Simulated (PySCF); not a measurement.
Compound: CH3Cl2FGe.
Numbering: `[F:1][GeH2:2][CH:3]([Cl:4])[Cl:5]` (hydrogens: H6, H7 on Ge2; H8 on C3)

Method: core-valence-separated Tamm–Dancoff BHandHLYP/aug-pcX-1 (pcseg-1 on H, def2-SVPD on Ge, def2-SVPD on Cl) in PySCF, non-relativistic, gas phase, PBE0-D3(BJ)/def2-SVP geometry.

Computed carbon K-edge spectrum, Gaussian lines of 0.3 eV full width, highest printed point 100; it ends one width below the last computed root. No empirical shift is added; at this level the pattern usually sits a few eV under experiment.

photon energy (eV), absorption and a bar:
```
    285.5          1 
    285.6          8 ###
    285.7         34 ##########
    285.8         73 ######################
    285.9         91 ###########################
    286.0         85 ##########################
    286.1         94 ############################
    286.2        100 ##############################
    286.3         66 ####################
    286.4         24 #######
    286.5          5 #
    286.6          1 
    286.7          0 
    286.8          0 
    286.9          0 
    287.0          0 
    287.1          0 
    287.2          0 
    287.3          0 
    287.4          0 
    287.5          0 
    287.6          0 
    287.7          0 
    287.8          0 
    287.9          0 
    288.0          0 
    288.1          0 
    288.2          2 #
    288.3          9 ###
    288.4         22 #######
    288.5         32 ##########
    288.6         35 ##########
    288.7         45 #############
    288.8         55 ################
    288.9         42 #############
    289.0         18 #####
    289.1          5 #
    289.2          3 #
    289.3          6 ##
    289.4          7 ##
    289.5          5 #
    289.6          2 
    289.7          0 
    289.8          0 
    289.9          0 
    290.0          0 
    290.1          0 
    290.2          0 
    290.3          1 
    290.4          3 #
    290.5          5 #
    290.6          5 #
    290.7          6 ##
    290.8          8 ##
    290.9          6 ##
    291.0          3 #
```

Problem. Where are the maxima, and which lines make them up?

Solution. 5 maxima:
- 285.9 eV: C3 (CHCl2 carbon), 285.87 eV, f = 0.062, 92 % of the height at the exact maximum
- 286.2 eV: C3 (CHCl2 carbon), 286.19 eV, f = 0.070, 94 % of the height at the exact maximum
- 288.8 eV: C3 (CHCl2 carbon), 288.81 eV, f = 0.038, 97 % of the height at the exact maximum
- 289.4 eV: C3 (CHCl2 carbon), 289.38 eV, f = 0.005, 100 % of the height at the exact maximum
- 290.8 eV: C3 (CHCl2 carbon), 290.81 eV, f = 0.005, 97 % of the height at the exact maximum

Further lines of some strength in the range: C3, 288.50 eV, f = 0.021.

Roots within 0.03 eV on the same or equivalent atoms count as one line; shares under 12 % aren't listed.

Vibrational structure and lifetime widths aren't in the curve. The ionisation threshold wasn't computed; near and above it a finite basis only mimics Rydberg series and continuum. Relativistic effects, spin–orbit coupling among them, are left out although an element past zinc is present.

Conformer computed: `[F:1][GeH2:2][CH:3]([Cl:4])[Cl:5]`: F1–Ge2–C3–Cl4 175°.

One conformer stands for the species.
